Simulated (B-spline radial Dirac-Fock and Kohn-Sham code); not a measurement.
The Kα2 (K-L2) line from Ti to Nb

These are calculated numbers from a radial atomic solver; the model is relaxed Dirac-Fock hole states (ΔSCF) with Breit and QED corrections and a finite nucleus. Free neutral atoms. The model has no electron correlation.

```csv
Z,element,energy (eV),wavelength (Å)
22,Ti,4503.9,2.7528
23,V,4943.8,2.5079
24,Cr,5405.4,2.2937
25,Mn,5886.5,2.1062
26,Fe,6389.6,1.9404
27,Co,6913.9,1.7933
28,Ni,7459.4,1.6621
29,Cu,8027.1,1.5446
30,Zn,8614.7,1.4392
31,Ga,9223.8,1.3442
32,Ge,9854.3,1.2582
34,Se,11180.4,1.1089
35,Br,11876.2,1.0440
36,Kr,12593.9,0.98448
37,Rb,13333.9,0.92984
38,Sr,14096.2,0.87956
40,Zr,15688.9,0.79027
41,Nb,16519.5,0.75053
```

Question: How well does Moseley's law, √E linear in Z, describe these energies?

Answer: A straight-line fit gives √(E/eV) = 3.2311·(Z − 1.26). The slope squared is 0.7673 Ry, against 0.7500 Ry for a hydrogen-like ion. The residuals, fit less computed, are Ti -12.6, V -8.9, Cr -6.1, Mn -2.0, Fe +1.1, Co +3.9, Ni +6.3, Cu +7.5, Zn +9.5, Ga +11.0, Ge +11.9, Se +11.4, Br +9.7, Kr +7.0, Rb +2.8, Sr -2.8, Zr -19.3, Nb -30.6 eV.
